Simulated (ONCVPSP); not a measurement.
u(r) = r·R(r): atom against pseudo-atom (Se)

Columns: radius, all-electron u(r) and pseudo u(r) of the 4p shell (level -7.27 eV) of selenium in the configuration [Ar] 3d10 4s1 4p5; LDA (Perdew-Zunger), scalar-relativistic, ONCV scheme, ONCVPSP 4.0.1.

```json
{"r (bohr)": "0.100", "all-electron": "0.1970", "pseudo": "0.0059"}
{"r (bohr)": "0.200", "all-electron": "0.0219", "pseudo": "0.0233"}
{"r (bohr)": "0.300", "all-electron": "-0.2137", "pseudo": "0.0514"}
{"r (bohr)": "0.400", "all-electron": "-0.3184", "pseudo": "0.0890"}
{"r (bohr)": "0.500", "all-electron": "-0.2951", "pseudo": "0.1350"}
{"r (bohr)": "0.600", "all-electron": "-0.1932", "pseudo": "0.1878"}
{"r (bohr)": "0.700", "all-electron": "-0.0554", "pseudo": "0.2461"}
{"r (bohr)": "0.800", "all-electron": "0.0903", "pseudo": "0.3078"}
{"r (bohr)": "0.900", "all-electron": "0.2283", "pseudo": "0.3709"}
{"r (bohr)": "1.000", "all-electron": "0.3505", "pseudo": "0.4330"}
{"r (bohr)": "1.100", "all-electron": "0.4538", "pseudo": "0.4919"}
{"r (bohr)": "1.200", "all-electron": "0.5376", "pseudo": "0.5458"}
{"r (bohr)": "1.300", "all-electron": "0.6030", "pseudo": "0.5936"}
{"r (bohr)": "1.400", "all-electron": "0.6517", "pseudo": "0.6344"}
{"r (bohr)": "1.500", "all-electron": "0.6858", "pseudo": "0.6678"}
{"r (bohr)": "1.600", "all-electron": "0.7072", "pseudo": "0.6932"}
{"r (bohr)": "1.700", "all-electron": "0.7181", "pseudo": "0.7098"}
{"r (bohr)": "1.800", "all-electron": "0.7201", "pseudo": "0.7169"}
{"r (bohr)": "1.900", "all-electron": "0.7150", "pseudo": "0.7145"}
{"r (bohr)": "2.000", "all-electron": "0.7042", "pseudo": "0.7042"}
{"r (bohr)": "2.100", "all-electron": "0.6888", "pseudo": "0.6888"}
{"r (bohr)": "2.200", "all-electron": "0.6700", "pseudo": "0.6699"}
{"r (bohr)": "2.300", "all-electron": "0.6485", "pseudo": "0.6485"}
{"r (bohr)": "2.400", "all-electron": "0.6252", "pseudo": "0.6251"}
{"r (bohr)": "2.500", "all-electron": "0.6006", "pseudo": "0.6005"}
{"r (bohr)": "2.600", "all-electron": "0.5751", "pseudo": "0.5751"}
```

Question: How many radial nodes do the two functions have?

Answer: The all-electron 4p function has n − l − 1 = 2; the pseudo-wave has 0, since the states of the same l below it are removed with the core.

Question: At about which radius was the pseudo-wave matched?

Answer: 2.00 bohr, where the columns begin to agree (steps of 0.10 bohr).

Question: Is the pseudo-wave norm-conserving?

Answer: Yes: the ONCV scheme keeps the norm inside the radius equal to the all-electron one, which fixes the energy derivative of the logarithmic derivative at the level.
